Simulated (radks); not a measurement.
Charge is removed step by step from the 1s1/2 level of the nitrogen ion N3+, starting from [He] 2s2. Method: Dirac Kohn-Sham, PBE, spin-unpolarised, spherical densities, finite nucleus; Fermi nuclear charge, rms radius 2.5582 fm; computed with a radial shooting solver on a logarithmic mesh with Libxc functionals.

removed (e)  E - E(0) (eV)  eigenvalue (eV)  E minus straight line (eV)
0                    0.000          -450.83                       0.000
0.25                115.53          -473.44                      -8.580
0.5                 236.74          -496.31                     -11.473
0.75                363.70          -519.36                      -8.623
1                   496.43          -542.48                       0.000

Removing the whole electron costs 496.43 eV by Delta-SCF, against 450.83 eV from minus the eigenvalue at the starting occupation. Slater's transition state (half an electron removed) gives 496.31 eV. Integrating minus the eigenvalue over the occupation (Janak's theorem) gives 496.43 eV. The mean slope of the eigenvalue, de/dn, is 91.7 eV per electron.
